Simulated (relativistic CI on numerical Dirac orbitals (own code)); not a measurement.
**Pb5+: sensitivity of the levels to the model**

Base calculation: Dirac-Coulomb-Breit CI, separate exchange-only KLI orbitals for each configuration, model QED (radiative potential, 1s self-energy scaled to tabulated hydrogen-like ionisation energies), valence Slater integrals scaled by 0.85, P86 correlation energy added to each configuration.

Configurations in the expansion (outside the closed core [Kr] 4d10 4f14 5s2): 5p6 5d9, 5p6 5d8 6s, 5p6 5d8 5f, 5p6 5d8 6p, 5p6 5d8 5g, 5p5 5d10, 5p6 5d8 6d, 5p6 5d8 7s, 5p6 5d7 6s 6p, 5p6 5d8 7p, 5p6 5d8 7d, 5p6 5d8 6f, 5p6 5d8 7f, 5p6 5d7 5f 6s, 5p6 5d7 6s2, 5p6 5d6 5f 6s2, 5p6 5d6 6s2 6p, 5p6 5d6 5g 6s2, 5p6 5d6 6s2 6d. Double excitations out of closed p, d and f shells are left out; levels of such configurations are missing from the list, as are those of other unlisted configurations, and high levels can miss mixing partners.

Variants: (1) self-excluded LDA correlation estimate; (2) Slater integrals left unscaled; (3) QED terms removed; (4) configuration mixing switched off. Shifts of the energy above 5p6 5d9 2D_5/2, in cm⁻¹, for the lowest level and the first level of each name with at least 55 % of one term (blank where a level changes its place among those of its configuration and J or its character, or is not in the variant):

```csv
Level,Base,Δ(1),Δ(2),Δ(3),Δ(4)
5p6 5d9 2D_5/2,0,0,0,0,0
5p6 5d9 2D_3/2,21269,0,+66,-55,+103
5p6 5d8 6s 4F_9/2,139402,-821,-2035,-589,-510
5p6 5d8 6s 4F_5/2,162812,-821,-1534,-641,-435
5p6 5d8 6s 4P_1/2,167257,-819,+1518,-604,-286
5p6 5d8 6s 4P_3/2,171008,-820,-319,-644,-320
5p6 5d8 6s 2G_9/2,179807,-820,+1635,-636,-223
5p6 5d8 6s 2G_7/2,180810,-820,+1691,-636,-170
5p6 5d8 6s 2P_1/2,182551,-818,+2246,-627,+549
5p6 5d8 6s 2S_1/2,219988,-819,+5638,-681,-95
5p6 5d8 6p 4D°_7/2,230397,-908,-3276,-108,+1894
5p6 5d8 6p 4G°_7/2,251934,-909,-3196,-160,+2474
5p6 5d8 6p 4G°_11/2,260081,-909,-2492,-127,+1878
5p6 5d8 6p 4P°_1/2,261952,-908,-1799,-165,+2868
5p6 5d8 6p 4F°_9/2,263517,-909,-1900,-128,+2112
5p6 5d8 6p 2D°_5/2,267195,-906,-1093,-128,+2797
5p6 5d8 6p 2H°_9/2,268250,-909,-323,-159,+2966
5p6 5d8 6p 4G°_9/2,281504,-909,-2447,-182,+2110
5p6 5d8 6p 2H°_11/2,296066,-909,+212,-180,+2390
5p6 5d8 6p 2G°_7/2,302744,-909,+1468,-180,+2693
5p6 5d7 6s2 4F_9/2,306039,-1063,-2667,-1223,+113
```

At this charge configurations can still be misplaced by up to about 7 % of their energy. Levels and lines within the n = 5 or 6 shells can be off by up to 10 % or somewhat more, and those that change n by about 2 %, since core polarisation is missing.

Ionisation energy from the two ground configurations alone: base 84.65 eV; self-excluded LDA correlation estimate 84.96 eV; Slater integrals left unscaled 84.47 eV. The NIST ASD value (theoretical) is 82.9 eV. The gap of more than 2 % comes from missing correlation, or from a tabulated value that is itself an estimate.

LS names give the leading component of a level, which can be under half, so a name can repeat, a term be missing and a line seem to break the LS rules.
